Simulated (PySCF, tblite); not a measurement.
Breaking a bond: KF, singlet.

GFN2-xTB, 300 K electronic temperature (tblite); UCCSD(T) = CCSD(T) on UHF/def2-TZVP, 6 core orbitals frozen in PySCF.

Energies relative to the lowest point of each curve near equilibrium, in kcal/mol; the last columns give the difference from UCCSD(T):

```json
[
 {"R / Å": "1.73", "GFN2-xTB": "10.8", "UCCSD(T)": "47.7", "GFN2-xTB − UCCSD(T)": "-37.0"},
 {"R / Å": "1.87", "GFN2-xTB": "1.9", "UCCSD(T)": "19.4", "GFN2-xTB − UCCSD(T)": "-17.5"},
 {"R / Å": "1.96", "GFN2-xTB": "0.1", "UCCSD(T)": "9.3", "GFN2-xTB − UCCSD(T)": "-9.2"},
 {"R / Å": "2.08", "GFN2-xTB": "0.0", "UCCSD(T)": "2.2", "GFN2-xTB − UCCSD(T)": "-2.2"},
 {"R / Å": "2.11", "GFN2-xTB": "0.2", "UCCSD(T)": "1.2", "GFN2-xTB − UCCSD(T)": "-1.0"},
 {"R / Å": "2.19", "GFN2-xTB": "1.1", "UCCSD(T)": "0.0", "GFN2-xTB − UCCSD(T)": "1.1"},
 {"R / Å": "2.25", "GFN2-xTB": "1.9", "UCCSD(T)": "0.0", "GFN2-xTB − UCCSD(T)": "1.9"},
 {"R / Å": "2.34", "GFN2-xTB": "3.2", "UCCSD(T)": "1.1", "GFN2-xTB − UCCSD(T)": "2.1"},
 {"R / Å": "2.39", "GFN2-xTB": "4.0", "UCCSD(T)": "2.2", "GFN2-xTB − UCCSD(T)": "1.9"},
 {"R / Å": "2.56", "GFN2-xTB": "6.9", "UCCSD(T)": "7.2", "GFN2-xTB − UCCSD(T)": "-0.3"},
 {"R / Å": "2.73", "GFN2-xTB": "9.6", "UCCSD(T)": "13.3", "GFN2-xTB − UCCSD(T)": "-3.7"},
 {"R / Å": "2.97", "GFN2-xTB": "13.2", "UCCSD(T)": "22.4", "GFN2-xTB − UCCSD(T)": "-9.3"},
 {"R / Å": "3.28", "GFN2-xTB": "17.5", "UCCSD(T)": "33.6", "GFN2-xTB − UCCSD(T)": "-16.1"},
 {"R / Å": "3.57", "GFN2-xTB": "—", "UCCSD(T)": "42.9", "GFN2-xTB − UCCSD(T)": "—"},
 {"R / Å": "3.95", "GFN2-xTB": "—", "UCCSD(T)": "53.4", "GFN2-xTB − UCCSD(T)": "—"},
 {"R / Å": "4.43", "GFN2-xTB": "—", "UCCSD(T)": "64.5", "GFN2-xTB − UCCSD(T)": "—"}
]
```

GFN2-xTB is furthest from UCCSD(T) at 1.73 (-37.0 kcal/mol, below); its mean absolute difference over the points is 7.9 kcal/mol.

A dash means that the run gave no value there, or that the column was ended at a point which the program doubted or which failed a test of continuity chosen for this set; such a test can also cut sound points.

The unrestricted determinant behind UCCSD(T) is spin-contaminated at 4.84 to 8.83 Å (<S²> up to 1.0, against 0.00 for a pure singlet).
